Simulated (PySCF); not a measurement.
A structure optimised at B3LYP-D3(BJ)/def2-TZVP, used in a PySCF frequency run:

```xyz
7

O     -1.1681    -0.0942    -0.2468
C      0.0000     0.0000     0.5307
O      1.1681     0.0942    -0.2468
H     -1.2434     0.7093    -0.7760
H      0.0018     0.8948     1.1580
H     -0.0018    -0.8948     1.1580
H      1.2434    -0.7093    -0.7760
```

Task: Write its SMILES, formula and point group.

Result: OCO, CH4O2, C2

Task: What are its rotational constants (standard atomic weights)?

Result: 41.836, 10.171, 9.0113 GHz
